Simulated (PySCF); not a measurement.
**Dipole moment and polarisability of `ClB1CCCC1`**

Species: C4H8BCl.
Cartesian coordinates in Å at the PBE0-D3(BJ)/def2-SVP level; atoms count from 1:
```xyz
14
C4H8BCl angstrom
Cl     0.8658    4.7993    3.2805
B      0.6915    3.2534    2.4643
C     -0.6701    2.5627    2.1050
C     -0.2389    1.4214    1.1701
C      1.1698    1.0237    1.6310
C      1.8746    2.3439    1.9813
H     -1.0587    2.1529    3.0600
H     -1.4629    3.2204    1.7177
H     -0.9368    0.5694    1.1614
H     -0.1907    1.7984    0.1334
H      1.0940    0.4000    2.5391
H      1.7058    0.4212    0.8809
H      2.2665    2.8272    1.0626
H      2.7334    2.2581    2.6639
```

Level: CAM-B3LYP/def2-SVPD (PySCF), static field, nuclei fixed, core orbitals frozen in the response. The polarisability tensor in these axes (au):

```
x   71.09  1.09  0.98
y    1.09 79.80 10.36
z    0.98 10.36 65.47
```

Question: What are the eigenvalues, a third of the trace, and Δα (Δα² = ½Σ(αi − αj)² over the three pairs)?

Answer: Principal values 60.02, 70.96 and 85.38 au; mean 72.12 au = 10.69 Å³ = 11.89 × 10⁻⁴⁰ C²·m²/J; Δα = 22.02 au (31 % of the mean).

Question: What is the dipole moment, and where does it point?

Answer: (-0.16, -1.37, -0.72) D, 1.56 D in size, pointing from the negative to the positive side. Measured along this direction, the outermost atoms are Cl1 at the negative end and H9 and H12 at the positive end.

Question: What would n − 1 = 2πNα be for an ideal gas of these molecules at 350 K and 1 atm, electronic part alone?

Answer: N = p/kT = 2.0968 × 10¹⁹ cm⁻³, so n − 1 = 2π × N × 10.69 × 10⁻²⁴ cm³ = 1408 × 10⁻⁶ at long wavelengths.

Question: Find the Langevin capture rate constant for H3+ (3.023 u) meeting this molecule (102.041 u), k = 2.342 × 10⁻⁹ cm³/s × √(α in Å³ / reduced mass in u).

Answer: The reduced mass is 2.94 u, so k = 4.47 × 10⁻⁹ cm³/s. The formula leaves out the permanent dipole, which adds to the capture rate.

Question: Directions of the eigenvectors, and the extent of the frame along each?

Answer: Largest value along (0.10, 0.88, 0.46), where the nuclei span 4.89 Å; middle along (0.99, -0.10, -0.02), 4.26 Å; least along (-0.03, -0.46, 0.89), 2.74 Å. The response follows the extents in order.

Question: Estimate the molar refractivity from the static electronic polarisability.

Answer: Lorentz–Lorenz: R = (4π/3)N_A α = 2.5225 cm³/(mol·Å³) × 10.69 Å³ = 27.0 cm³/mol, in the limit of long wavelengths.

Geometry: PBE0-D3(BJ)/def2-SVP, one conformer, isolated molecule.

These values come from a run that also computed excited states. The run took about 50 s of CPU time (one thread, shared machine).
